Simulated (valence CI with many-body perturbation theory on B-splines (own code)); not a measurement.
## Which ion has this spectrum?

A relativistic CI+MBPT calculation for an atom or ion with 40 electrons gives these levels (cm⁻¹):

| J | Parity | E | g |
| --- | --- | --- | --- |
| 0 | even | 0 |  |
| 1 | even | 127177 | 1.50 |
| 4 | even | 167663 | 1.08 |
| 2 | even | 170129 | 1.25 |
| 3 | even | 181726 | 1.15 |
| 0 | even | 283450 |  |
| 2 | even | 288345 | 1.22 |
| 4 | even | 293643 | 1.15 |
| 3 | even | 297859 | 1.16 |
| 5 | even | 313311 | 1.08 |
| 1 | even | 323720 | 1.11 |
| 6 | even | 324633 | 1.08 |
| 3 | even | 337245 | 1.09 |
| 4 | even | 338740 | 1.03 |

The energies are calculated, and their last digits are not significant.

Which is it?
A. Re35+
B. Ir37+
C. Os36+
D. Hf32+

A. Re35+, ground level (4d3/2^4) J=0.
